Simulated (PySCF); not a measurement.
**From computed data to an observable: oscillator strength and radiative lifetime**

Cd(NH2)(SiH3) (CdH5NSi), SMILES [NH2][Cd][SiH3].

The structure is a stationary point at B3LYP-D3(BJ)/def2-SVP. The def2 effective core potentials stand for the cores of Cd; spin–orbit coupling is left out. Other conformers were not sampled.

TDDFT-M06-2X/def2-SVPD (PySCF) puts the first singlet state with f over 0.02 at 5.03 eV (vertical), with the transition dipole (0.433, 0.397, -0.541) in atomic units.

### Question
Find the oscillator strength, the wavelength and the radiative lifetime that this transition would have in vacuum if emission retraced absorption.

### Answer

|μ|² = 0.6378 au, so |μ| = 2.03 D. ΔE = 5.03/27.211 = 0.1848 hartree. f = (2/3) ΔE |μ|² = 0.079 (the program prints 0.078).
λ = 1239.84/5.03 = 246 nm; ν = 40570 cm⁻¹.
Einstein's coefficient A = 0.6670 ν² f s⁻¹ (ν in cm⁻¹) = 8.6e7 s⁻¹, so τ = 1/A = 12 ns. This state is S2; the lower singlet has f = 0.002. The figure is the radiative limit of this one transition; relaxation, internal conversion, crossing to triplets and a medium change what is measured.
